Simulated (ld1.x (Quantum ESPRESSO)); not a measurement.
**Cutoff test, gallium, PAW**

Ga (Z = 31), PAW, made with ld1.x (Quantum ESPRESSO) 7.5 (PBEsol, scalar-relativistic). Core [Ar] 3d10, reference 4s2 4p0 (charge +1). Waves: 4s (bound): rcut 1.50, rcutus 1.70 bohr; 4s channel at 0.15 Ry: rcut 1.50, rcutus 1.70 bohr; 4p (bound, empty): rcut 1.20, rcutus 1.65 bohr; 4p channel at 2.85 Ry: rcut 1.20, rcutus 1.65 bohr; 4d channel at 0.2 Ry: rcut 1.45, rcutus 1.70 bohr; 4d channel at 2.25 Ry: rcut 1.45, rcutus 1.70 bohr. Local part: all-electron potential smoothed inside 1.25 bohr (lloc = -1). Core correction: a·sin(br)/r model core inside 1.20 bohr. Augmentation charge: PSQ, inside the norm-conserving radii.

The pseudo-atom Hamiltonian at the reference potential is diagonalised in spherical Bessel functions j_l(qr) that vanish at 20 bohr, with q² up to the cutoff. All-electron valence levels (Ry): 4s -1.2026, 4p -0.6653.

Q: How do the lowest levels (Ry) of each channel move with the cutoff, and are there ghosts?

A:

```csv
cutoff (Ry),s #1,s #2,p #1,d #1,d #2,f #1,f #2,Σ f·Δε (mRy)
8,-1.1946,-0.2789,-0.6587,-0.1840,-0.0625,-0.0481,0.0517,16.7
10,-1.1996,-0.2800,-0.6602,-0.1841,-0.0625,-0.0481,0.0517,6.8
12,-1.2019,-0.2805,-0.6620,-0.1844,-0.0627,-0.0481,0.0517,2.2
15,-1.2026,-0.2807,-0.6641,-0.1859,-0.0635,-0.0481,0.0516,0.7
18,-1.2028,-0.2808,-0.6649,-0.6585,-0.1714,-0.0481,0.0516,0.4
21,-1.2028,-0.2808,-0.6653,-1.3314,-0.1774,-0.0481,0.0516,0.3
400,-1.2030,-0.2808,-0.6655,-1.9333,-0.1784,-0.0481,0.0516,0.0
```

Result: ghost state, extra bound levels that the all-electron valence spectrum of the same l lacks: d at -26.3 eV (a true bound ghost makes a file unfit for plane-wave use); 10 mRy is reached at 10 Ry and 1 mRy at 15 Ry.

Test run stopped at test 6 of 7 (negative rho).
